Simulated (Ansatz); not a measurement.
AgF, triplet, geometry from GFN2-xTB (such geometries of metal compounds can be far from the true shape) (the multiplicity is a formal guess) (core potentials on Ag), with bond 2-1 at 1.8 times its length; SC-NEVPT2/def2-SVP, CASSCF(4,4) run with Ansatz (an electronic-structure program).

Ansatz was given this input:
Ansatz 0.2 input:
```yaml
crystal:
  periodic: [false, false, false]
  atoms:
    - {symbol: Ag, position_ang: [-0.00000000, -0.00000000, -0.33195313]}
    - {symbol: F, position_ang: [0.00000000, 0.00000000, 3.38592194]}
basis:
  gaussian:
    orbitals: def2-SVP
correlation: {method: sc_nevpt2, electrons: all, active_space: {window: {electrons: 4, orbitals: 4}}}
magnetization: {spin_polarized: false, initial_magnetization: 2}
```

Write the output that Ansatz gives for this input, abridged.


```
Functional definition: HF
454 factors; integrals over basis functions are off by at most 6.5e-4 eV
mean field evaluation 1: about -6675.3310 eV, gradient 2.3e1 eV
mean field evaluation 2: about -6675.3315 eV, gradient 2.3e1 eV
mean field evaluation 4: about -6676.3569 eV, gradient 9.3e0 eV
mean field evaluation 8: about -6676.6937 eV, gradient 6.1e-1 eV
mean field evaluation 16: about -6676.6962 eV, gradient 2.4e-6 eV
mean field evaluation 32: about -6676.6883 eV, gradient 8.1e-1 eV
mean field evaluation 64: about -6676.6756 eV, gradient 7.1e-3 eV
mean field -6676.69622229 eV, -245.3640605418 hartree, gradient 2.6e-6 eV, S^2 2.000000; 7 other end points of the search recorded, 0 dependent functions left out
reference -6676.69622229 eV, -245.3640605418 hartree; 15, 13 occupied and 30, 32 virtual orbitals, 454 factors
state -6677.01227823 eV, -245.3756753834 hartree
state -6677.01227823 eV, -245.3756753834 hartree; corrected -6689.31227097 eV, -245.8276917794 hartree
state -6676.80248723 eV, -245.3679657064 hartree
state -6676.80248723 eV, -245.3679657064 hartree; corrected -6689.35568269 eV, -245.8292871308 hartree
state -6676.80248723 eV, -245.3679657064 hartree; corrected -6689.35568269 eV, -245.8292871308 hartree
the orbitals are reached from a further start. From the first start the search ends at -6677.01226420 eV, -245.3756748678 hartree
WARN: the results are in doubt because another end's mean lies 0.210 eV lower, and its corrected mean 0.043 eV higher
Total energy: -6689.35568269 eV, -245.8292871308 hartree
In doubt: another end's mean lies 0.210 eV lower, and its corrected mean 0.043 eV higher
```
